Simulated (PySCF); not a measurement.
Spectrum to structure. Computed with PySCF 2.14.0, density-fitted response routines, TDDFT PBE0/def2-SVPD, vertical, gas phase, core orbitals frozen in the response. Geometries: GFN2-xTB, one conformer each.

| state | E (eV) | f |
| --- | --- | --- |
| S1 | 5.61 | 0.0003 |
| S2 | 5.72 | 0.260 |
| S3 | 6.16 | 0.0007 |
| S4 | 6.67 | 0.0058 |
| S5 | 7.19 | 0.085 |
| S6 | 7.25 | 0.059 |

Triplets computed (Tamm–Dancoff): 3.45, 5.19 eV.

Orbital energies (eV): HOMO-3 -10.06, HOMO-2 -9.21, HOMO-1 -8.16, HOMO -6.97, LUMO -0.78, LUMO+1 0.75, LUMO+2 0.89.

**Question.** Which structure fits? All have the formula C6H7F.
A. `FC1=CCC=CC1`
B. `F[C@]12C[C@@H]3[C@H](C1)[C@@H]32`
C. `C#C/C(=C\F)CC`
D. `C1C(F)=C(C=C1)C`

**Answer.** C. Its S1 lies at 5.61 eV; the nearest of the others has S1 at 5.95 eV. S1 is HOMO-1→LUMO (96%). Löwdin shares by element: HOMO carbon 80% or more (atoms not listed hold the other 20%); LUMO carbon 78% or more (atoms not listed hold the other 21%). At the same level the other candidates give, for their lowest levels:
- `F[C@]12C[C@@H]3[C@H](C1)[C@@H]32`: 7.22 eV (f 0.002); 7.47 eV (f 0.017); 7.81 eV (f 0.009); 7.95 eV (f 0.005); 8.00 eV (f 0.002); T1 7.09 eV; HOMO -7.50, LUMO 0.93 eV
- `CC1=C(F)CC=C1`: 4.96 eV (f 0.065); 5.81 eV (f 0.002); 6.30 eV (f 0.012); 6.57 eV (f 0.007); 6.64 eV (f 0.001); T1 3.03 eV; HOMO -6.16, LUMO -0.46 eV
- `FC1=CCC=CC1`: 5.95 eV (f 0.001); 6.51 eV (f 0.001); 6.65 eV (f 0.019); 7.11 eV (f 0.002); 7.13 eV (f 0.001); T1 4.36 eV; HOMO -6.88, LUMO 0.23 eV

Shape of the structure used: `[CH:1]#[C:2]/[C:3](=[CH:4]\[F:5])[CH2:6][CH3:7]`: C2–C3–C6–C7 71°.

Without π bonds the low states may be Rydberg-like; a valence basis with one diffuse set may place them up to an eV too high.
